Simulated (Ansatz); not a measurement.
Ideal-gas functions of Cl2H4OSi2, SMILES `O[SiH](Cl)[SiH2]Cl` at 400 K and 1 bar, from an Ansatz frequency run at PBE0-D4/def2-TZVP.

Molar mass 147.11 g/mol, point group C1 (symmetry number 1), electronic degeneracy 1, moments of inertia 185.718, 470.199, 500.672 u Å². Harmonic wavenumbers (cm⁻¹, unscaled): 30, 78, 121, 220, 285, 334, 407, 480, 529, 557, 672, 755, 787, 810, 879, 934, 938, 2228, 2248, 2262, 3888.

Use S(trans) = R[1.5 ln M + 2.5 ln T − 1.1517]; rotational temperatures θ = 24.2544 K / I; S(rot) = R[ln(√π/σ · √(T³/θAθBθC)) + 1.5]; for each mode x = 1.438777 ν̃/T, S = R[x/(eˣ − 1) − ln(1 − e⁻ˣ)] and H = RT x/(eˣ − 1); 1 cm⁻¹ = 0.0119627 kJ/mol; R = 8.31446 J/(mol·K).

**Question.** By hand: the entropy, in J/(mol·K).

**Answer.** Translation 177.2. Rotation: θ = 0.1306, 0.0516, 0.0484 K, giving 125.3. Vibration, mode by mode: 26.83, 18.91, 15.30, 10.47, 8.46, 7.27, 5.85, 4.74, 4.12, 3.80, 2.74, 2.17, 1.98, 1.85, 1.52, 1.30, 1.28, 0.02, 0.02, 0.02, 0.00, in all 118.7. Electronic 0.0. Sum 421.2 J/(mol·K).

**Question.** By hand: H − E and G − E in kJ/mol, counted from the electronic energy.

**Answer.** Zero-point energy ½ × 19442 × 0.0119627 = 116.3; thermal vibration 23.2; translation, rotation and pV give 4 RT = 13.3. H − E = 152.8 kJ/mol, and G − E = 152.8 − 400 × 421.2/1000 = -15.7 kJ/mol.

Vibration gives 28 % of the entropy, 61.0 J/(mol·K) of it from the modes under 150 cm⁻¹: soft modes count most, and the harmonic formula is weakest for them. The sum counts one conformer and one mirror image; others add a mixing term.
